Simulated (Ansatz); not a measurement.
CdCl$_{2}$, charge +1, doublet, at a GFN2-xTB geometry (such geometries of metal compounds can be far from the true shape) (a state made from the parent by changing its charge; the spin is typed, not shown lowest) (core potentials on Cd); B3LYP/def2-TZVP (Ansatz, a first-principles code).

Input for Ansatz:
Ansatz 0.2 input:
```yaml
crystal:
  periodic: [false, false, false]
  atoms:
    - {symbol: Cd, position_ang: [-0.45611652, 0.20968775, -0.35721888]}
    - {symbol: Cl, position_ang: [1.81680333, 0.05012491, -0.79008748]}
    - {symbol: Cl, position_ang: [-0.52894491, -0.64218445, 1.79870550]}
basis:
  gaussian:
    orbitals: def2-TZVP
hamiltonian:
  xc: b3lyp
total_charge: 1
magnetization: {spin_polarized: true, initial_magnetization: 1}
```

What the program printed (banner, timings and long lists left out):

```
Functional definition: B3LYP
924 factors; their error is unknown
mean field evaluation 1: about -29595.6691 eV, gradient 4.2e1 eV
mean field evaluation 2: about -29558.5283 eV, gradient 9.3e1 eV
mean field evaluation 4: about -29604.4446 eV, gradient 4.7e0 eV
mean field evaluation 8: about -29604.5882 eV, gradient 2.9e-1 eV
mean field evaluation 16: about -29604.7129 eV, gradient 3.9e-3 eV
mean field evaluation 32: about -29604.6991 eV, gradient 1.3e0 eV
mean field -29604.71288465 eV, -1087.9531317159 hartree, gradient 4.7e-6 eV, S^2 0.757043; 4 other end points of the search recorded, 0 dependent functions left out
reference -29604.71312212 eV, -1087.9531404425 hartree; 27, 26 occupied and 87, 88 virtual orbitals, 924 factors
Total energy: -29604.71312212 eV, -1087.9531404425 hartree
```
